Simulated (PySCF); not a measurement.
Cartesian coordinates in Å; atom numbers follow the order of the lines, from 1:
```xyz
23

Si    3.460    0.432   -0.621
N     1.857    1.055   -0.716
P     0.519    0.407   -0.252
C    -0.070   -1.258   -0.798
C    -1.244   -1.565    0.143
C    -1.458   -0.345    1.055
C    -2.058    0.825    0.255
C    -0.965    1.399   -0.660
C    -0.063    0.106    1.478
H     3.894    0.205    0.765
H     4.261    1.473   -1.256
H     3.615   -0.851   -1.325
H    -0.361   -1.219   -1.850
H     0.740   -1.985   -0.707
H    -2.156   -1.787   -0.413
H    -1.016   -2.437    0.760
H    -2.105   -0.605    1.897
H    -2.922    0.484   -0.319
H    -2.410    1.590    0.951
H    -1.202    1.307   -1.721
H    -0.753    2.451   -0.458
H    -0.066    1.016    2.077
H     0.498   -0.671    1.997
```

One computed conformer, one averaged value for each set of equivalent atoms, gas phase, relativity neglected. PBE0/pcSseg-1 with gauge-including orbitals; structure optimised with GFN2-xTB; PySCF.

Scale: TMS for ¹³C (σ = 186.93 ppm) and ¹H (σ = 31.72 ppm) and ²⁹Si (σ = 349.16 ppm); ¹⁵N (σ = 267.73 ppm) against NH3; H3PO4 for ³¹P (σ = 318.38 ppm) (reference shieldings calculated alike).

| atoms | nucleus | count | Hirshfeld charge | δ (ppm) |
| --- | --- | --- | --- | --- |
| H10/H11/H12 | ¹H | 3 | -0.10 | 4.94 |
| C6 | ¹³C | 1 | -0.03 | 32.4 |
| C4/C8 | ¹³C | 2 | -0.11 | 24.1 |
| H22/H23 | ¹H | 2 | 0.05 | ? |
| H16/H19 | ¹H | 2 | 0.04 | 1.82 |
| H15/H18 | ¹H | 2 | 0.04 | 1.73 |
| P3 | ³¹P | 1 | 0.41 | ? |
| H13/H20 | ¹H | 2 | 0.05 | 1.49 |
| H14/H21 | ¹H | 2 | 0.05 | 1.70 |
| N2 | ¹⁵N | 1 | -0.40 | 34.9 |
| C5/C7 | ¹³C | 2 | -0.07 | ? |
| C9 | ¹³C | 1 | -0.12 | 32.7 |
| Si1 | ²⁹Si | 1 | 0.30 | ? |
| H17 | ¹H | 1 | 0.04 | 1.98 |

Question: Complete the table.

Answer: 
- C5/C7: 31.2 ppm, sp3 CH2 in a ring; saturated and bonded to C and H only
- H22/H23: 1.16 ppm, hydrogen on an sp3 CH2 bonded to P
- Si1: -66.5 ppm, silicon bonded to N, 3 H
- P3: 20.6 ppm, phosphorus bonded to 3 C, N, in a 5-membered ring

Shifts are as computed. Against solution values, carbons near 30 ppm lie about +3 ppm off and those near 130 ppm about +5 ppm. Of 1211 compounds with measured shifts, 218 miss one by over three times the rms of a fit or turn the order of signals round; such compounds aren't used in these exercises. Experimental scales use liquid or dissolved standards, which lie at an offset from isolated NH3 (liquid NH3: subtract about 20 ppm) and H3PO4.
